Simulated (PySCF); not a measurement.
Compound: C11H10.
Numbering: `[CH:1]1=[CH:2][C@H:3]2[CH2:4][C@@H:5]1[c:6]1[cH:7][cH:8][cH:9][cH:10][c:11]12` (hydrogens: H12 on C1; H13 on C2; H14 on C3; H15, H16 on C4; H17 on C5; H18 on C7; H19 on C8; H20 on C9; H21 on C10)

Method: PySCF, PBE0-D3(BJ)/def2-SVP geometry optimisation, gas phase.

(1) What internal coordinates does the optimisation give?

Answers

(1) 
```csv
bond,length (Å),order
C1=C2,1.338,double
"C3–C4, C4–C5",1.548,single
"C6–C7, C10–C11",1.383,aromatic
"C7–C8, C9–C10",1.405,aromatic
C8–C9,1.392,aromatic
"C1–C5, C2–C3",1.530,single
C6–C11,1.407,aromatic
"C3–C11, C5–C6",1.527,single
"C1–H12, C2–H13",1.091,single
"C3–H14, C5–H17",1.097,single
C4–H15,1.101,single
C4–H16,1.100,single
"C7–H18, C10–H21",1.093,single
"C8–H19, C9–H20",1.093,single
```

Bonds in one row agree within 0.01 Å and their mean is given. Orders are formal, as drawn. A selection of angles:
```csv
angle,degrees
C2–C1–C5,107.4
C2–C1–H12,127.7
C5–C1–H12,124.7
C2–C3–C4,99.0
C2–C3–C11,106.0
C2–C3–H14,116.5
C4–C3–C11,98.6
C4–C3–H14,118.0
C11–C3–H14,115.9
C3–C4–C5,93.3
C3–C4–H15,113.2
C3–C4–H16,112.9
H15–C4–H16,110.6
C1–C5–H17,116.5
C5–C6–C7,132.9
C5–C6–C11,106.1
C7–C6–C11,121.0
C6–C7–C8,118.3
C6–C7–H18,121.2
C8–C7–H18,120.5
C7–C8–C9,120.7
C7–C8–H19,119.6
C9–C8–H19,119.7
C9–C10–H21,120.5
```

Torsions: C5–C1–C2–C3 0° (synperiplanar); C1–C2–C3–C4 -35° (synclinal); C2–C3–C4–C5 53° (synclinal); C3–C4–C5–C6 55° (synclinal); C4–C5–C6–C7 145° (anticlinal); C2–C1–C5–C4 35° (synclinal); C2–C3–C11–C10 113° (anticlinal).

The 5-membered ring C3–C4–C5–C6–C11 has internal angles of 93.3° to 106.1° (sum 503°, against 540° for a flat polygon); it is puckered, 0.27 Å rms from its mean plane, widest ring torsion 55°. The 6-membered ring C6–C7–C8–C9–C10–C11 has internal angles of 118.2° to 121.0° (sum 720°, against 720° for a flat polygon); it is planar, 0.00 Å rms from its mean plane, widest ring torsion 0°. The 13 C–C bonds span 1.338 Å (C1=C2, drawn double) to 1.548 Å (C4–C5, drawn single), a spread of 0.210 Å. The 5-membered ring C1–C2–C3–C4–C5 has internal angles of 93.3° to 107.4° (sum 506°, against 540° for a flat polygon); it is puckered, 0.26 Å rms from its mean plane, widest ring torsion 53°.

Point group: Cs (every atom within 0.08 Å of its image). Stationary, but not proved a minimum.
